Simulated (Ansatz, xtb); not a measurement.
# CH4SbSe: which of two isomers lies lower

Structure I is `[CH3][SbH][Se]`, a doublet and structure II is `C[Se][SbH]`, a doublet. Both are isolated molecules in the gas phase, relaxed with PBE0-D3(BJ)/def2-SVP; the shapes shown needn't be the lowest conformers.

I (Å):

```xyz
7

C    -1.2654    1.3251   -0.4293
Sb    0.6690    0.3950   -0.0954
Se    1.8578    1.1185   -2.1762
H    -1.1414    2.3884   -0.6691
H    -1.7534    0.8096   -1.2671
H    -1.8746    1.2129    0.4793
H     1.2638    1.6311    0.9413
```

II (Å):

```xyz
7

C    -0.5391   -0.2858   -0.6756
Sb    1.9508   -1.8333    1.2441
Se   -0.4486   -1.9248    0.3812
H    -0.3653    0.5906   -0.0392
H    -1.5542   -0.2402   -1.0937
H     0.1925   -0.3155   -1.4925
H     2.2354   -0.3436    0.4283
```

Quicker runs give these differences E(II) − E(I): GFN2-xTB −7.5 kJ/mol; HF/STO-3G +19.1 kJ/mol (at GFN2-xTB geometries); r2SCAN-D4/def2-SVP −36.8 kJ/mol (at GFN2-xTB geometries).

Question: Estimate E(II) − E(I) at the level CCSD(T)/def2-SVP + ΔMP2/def2-TZVPP.

Answer: Calculated at CCSD(T)/def2-SVP + ΔMP2/def2-TZVPP: E(II) − E(I) = −30.0 kJ/mol, so structure II lies lower.

The same difference at several levels:

```csv
level,geometry,E(II) − E(I) (kJ/mol),departure from the last row (kJ/mol),"job, with rough time for the two"
GFN2-xTB,GFN2-xTB,−7.5,+22.5,"optimisation, 0.18 s"
HF/STO-3G,GFN2-xTB,+19.1,+49.1,"single point, 3 s"
r2SCAN-D4/def2-SVP,GFN2-xTB,−36.8,−6.8,"single point, 8.1 s"
PBE0-D3(BJ)/def2-SVP,PBE0-D3(BJ)/def2-SVP,−34.8,−4.8,"optimisation, 2.1 min"
HF/def2-SVP,PBE0-D3(BJ)/def2-SVP,−16.5,+13.5,part of the CCSD(T) run
MP2/def2-SVP,PBE0-D3(BJ)/def2-SVP,−35.7,−5.7,part of the CCSD(T) run
CCSD(T)/def2-SVP,PBE0-D3(BJ)/def2-SVP,−31.3,−1.4,single point
CCSD(T)/def2-SVP + ΔMP2/def2-TZVPP,PBE0-D3(BJ)/def2-SVP,−30.0,,"single point, 97 s"
```

As drawn, II has 1 C–Se in place of 1 C–Sb.

HF/STO-3G puts the two in the other order. The largest departure from CCSD(T)/def2-SVP + ΔMP2/def2-TZVPP is that of HF/STO-3G, 49.1 kJ/mol. The last row adds to CCSD(T) the change of the MP2 difference between the two basis sets, here +1.4 kJ/mol.

With harmonic frequencies from PBE0-D3(BJ)/def2-SVP (ideal gas, rigid rotor, one conformer each, 298.15 K, 1 atm): on the last row, ΔE + ΔZPE = −29.3, ΔH = −28.5, ΔG = −30.9 kJ/mol.

Open shells are spin-unrestricted. The correlated steps freeze 14 core orbitals; the filled d shell of Sb and Se is correlated, in a basis made for valence electrons. Atoms past krypton carry core potentials in the def2 sets, other sets are all-electron and non-relativistic, and no spin–orbit term is included. Mirror images aren't counted in ΔG. Codes used: Ansatz 0.2.0, xtb 6.7.1; the last row on 2 threads of Arm Neoverse V1 on a shared host.
